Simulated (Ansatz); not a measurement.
Basis-set extrapolation for CH6BNSi (`[SiH3]N1BC1`) (PBE0-D4/def2-TZVP geometry, frozen core, the Gaussian-basis code of Ansatz). Multiplicity 1, RHF reference.

```csv
,def2-TZVPP,def2-QZVPP
HF,-409.478666,-409.493770
MP2 correlation,-0.593635,-0.633937
CCSD(T) correlation,-0.660221,not run
```

Energies in hartree. Use E(X) = E(∞) + A·exp(−7.88·√X) for Hartree–Fock and E(X) = E(∞) + B·X^(−2.97) for correlation, with X = 3 and 4, and add CCSD(T) minus MP2 of the smaller set to the MP2 limit.

What is the CCSD(T) energy at the basis-set limit?

HF limit: -409.493770 + (-0.015104) × 0.13774 = -409.49585. MP2 limit: -0.633937 + (-0.040302) × 0.74074 = -0.66379. Higher-order term: -0.660221 − (-0.593635) = -0.06659. Total: -410.22623 hartree, 229.3 kJ/mol below CCSD(T)/def2-TZVPP.
